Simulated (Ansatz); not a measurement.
Cost and result for the atomization energy of AsH$_{4}$NO$_{2}$Si, SMILES `O[SiH]1N[As]1O` (9 atoms, 9 bonds).

```xyz
9

O     0.068   -1.884   -0.099
Si   -0.709   -0.588   -0.718
N     0.094    0.843   -1.091
As   -0.701    1.335    0.554
O     0.460    0.566    1.747
H     0.620   -1.659    0.659
H    -1.712   -1.107   -1.665
H     0.888    1.249   -1.557
H     0.993    1.245    2.170
```

The species carries charge 0 and has multiplicity 1. Correlated methods include outer-core shells of As, which these sets cover unevenly. Scalar relativity is left out up to krypton. All single points use the PBE0-D4/def2-TZVP geometry. It is one conformer, not always the lowest. Program: Ansatz. All runs use 4 threads of an Arm Neoverse V2 on a shared host. Times are those of one run each, without the atoms' runs, and a repeat can differ threefold. Electronic energies, without spin–orbit coupling; frozen cores. CCSD(T)/CBS adds CCSD(T) − MP2 in def2-TZVPP to the MP2 limit, and its time is that of the two runs behind it. T1 = 0.014. With those shells the extrapolation isn't a true limit. B3LYP takes the VWN-RPA correlation (the form of Gaussian; ORCA's B3LYP/G). HSE06 is the plane-wave form, built on full-range PBE exchange.

CCSD(T)/CBS is a level of theory with its own doubt, some kJ/mol a heavy atom from the limit and from the frozen cores, so smaller differences don't rank the functionals.

```json
{"level": "LDA (SPW92)/def2-TZVPP", "functions": "239", "wall time": "1.2 s", "atomization (kJ/mol)": "3686.2", "difference from CCSD(T)/CBS": "575.5", "per bond": "63.9"}
{"level": "revPBE-D4/def2-TZVPP", "functions": "239", "wall time": "1.9 s", "atomization (kJ/mol)": "3088.1", "difference from CCSD(T)/CBS": "-22.6", "per bond": "-2.5"}
{"level": "BLYP-D4/def2-TZVPP", "functions": "239", "wall time": "2 s", "atomization (kJ/mol)": "3143.4", "difference from CCSD(T)/CBS": "32.7", "per bond": "3.6"}
{"level": "HSE06-D4/def2-TZVPP", "functions": "239", "wall time": "3.5 s", "atomization (kJ/mol)": "3074.1", "difference from CCSD(T)/CBS": "-36.6", "per bond": "-4.1"}
{"level": "CAM-B3LYP-D4/def2-TZVPP", "functions": "239", "wall time": "3.5 s", "atomization (kJ/mol)": "3114.3", "difference from CCSD(T)/CBS": "3.6", "per bond": "0.4"}
{"level": "B3LYP-D4/def2-TZVPP (with forces)", "functions": "239", "wall time": "4.5 s", "atomization (kJ/mol)": "3102.2", "difference from CCSD(T)/CBS": "-8.5", "per bond": "-0.9"}
{"level": "r2SCANh-D4/def2-TZVPP", "functions": "239", "wall time": "5 s", "atomization (kJ/mol)": "3061.9", "difference from CCSD(T)/CBS": "-48.8", "per bond": "-5.4"}
{"level": "B2PLYP/def2-TZVPP", "functions": "239", "wall time": "5.5 s", "atomization (kJ/mol)": "3059.8", "difference from CCSD(T)/CBS": "-50.9", "per bond": "-5.7"}
{"level": "ωB97X-V/def2-TZVPP", "functions": "239", "wall time": "7 s", "atomization (kJ/mol)": "3130.4", "difference from CCSD(T)/CBS": "19.7", "per bond": "2.2"}
{"level": "CCSD(T)/def2-SVP", "functions": "112", "wall time": "7 s", "atomization (kJ/mol)": "2740.0", "difference from CCSD(T)/CBS": "-370.7", "per bond": "-41.2"}
{"level": "MP2/def2-QZVPP", "functions": "450", "wall time": "21 s", "atomization (kJ/mol)": "3145.0", "difference from CCSD(T)/CBS": "34.3", "per bond": "3.8"}
{"level": "CCSD(T)/def2-TZVPP", "functions": "239", "wall time": "2.9 min", "atomization (kJ/mol)": "2982.8", "difference from CCSD(T)/CBS": "-127.9", "per bond": "-14.2"}
{"level": "CCSD(T)/CBS(def2)", "functions": "–", "wall time": "3.2 min", "atomization (kJ/mol)": "3110.7", "difference from CCSD(T)/CBS": "0.0", "per bond": "0.0"}
```

From BLYP to BHLYP (50 % exact exchange), in def2-TZVPP and without D4, the atomization energy moves by −183.0 kJ/mol: exact exchange takes away binding that semilocal exchange gives to molecules. The D4 term adds +38.4 kJ/mol with B3LYP and +19.8 kJ/mol with PBE0; it sums over pairs of atoms, weighted by their polarisabilities, and B3LYP, whose exchange is more repulsive, gets the larger term. At CCSD(T), def2-SVP lies −370.6 kJ/mol from the extrapolated value and def2-TZVPP −127.8 kJ/mol: correlation converges slowly with the basis, and small sets miss more of it in the bonded molecule than in its fragments.
